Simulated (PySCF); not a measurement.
Molecule: SMILES F[C@H]1CCCCO1, C5H9FO.

Bonds (- single, = double, # triple, : aromatic): F1-C2, C2-C3, C3-C4, C4-C5, C5-C6, C6-O7, O7-C2. C2 carries H8; C3 carries H9, H10; C4 carries H11, H12; C5 carries H13, H14; C6 carries H15, H16. Stereochemistry as in F[C@H]1CCCCO1. H9, H12, H14, H16 are cis to F1 on the ring; H10, H11, H13, H15 are trans to F1 on the ring.

Frames of a GFN2-xTB Langevin trajectory at 200 K; GIAO PBE0/pcSseg-1 shieldings in PySCF 2.14.0 with density-fitted response routines, gas phase, non-relativistic; equivalent atoms averaged within each frame.

Shifts are taken against calculated references (same method and geometry level): CFCl3 for ¹⁹F (σref 170.95); TMS for ¹³C (σref 186.93) and ¹H (σref 31.72); H2O for ¹⁷O (σref 336.08). The references are static minima.

Task: How do the shifts (ppm) fluctuate along the trajectory?

Result: 
```csv
time (fs),F1,C2,C6,C3,C4,C5,O7,H8,H16,H15
250,-159.5,111.7,63.5,32.6,27.2,23.5,92.6,7.16,4.26,3.65
425,-145.6,114.8,61.3,31.2,21.2,32.9,97.6,6.14,3.15,4.15
625,-157.8,110.9,57.3,32.1,23.3,27.9,83.9,5.65,4.90,3.41
800,-172.8,104.5,68.0,30.0,19.3,25.9,85.7,4.73,4.67,4.53
1000,-157.3,112.0,62.9,34.9,25.2,29.3,101.3,5.84,3.91,3.60
mean of frames,-158.6,110.8,62.6,32.2,23.2,27.9,92.2,5.90,4.18,3.87
standard deviation,9.7,3.8,3.9,1.8,3.1,3.6,7.5,0.87,0.69,0.46
```

5 frames give an uncertainty of the mean of about the standard deviation over 2.2 at best, since frames this close in time may not be independent; classical motion lacks zero-point vibration, and the reference would need the same averaging.
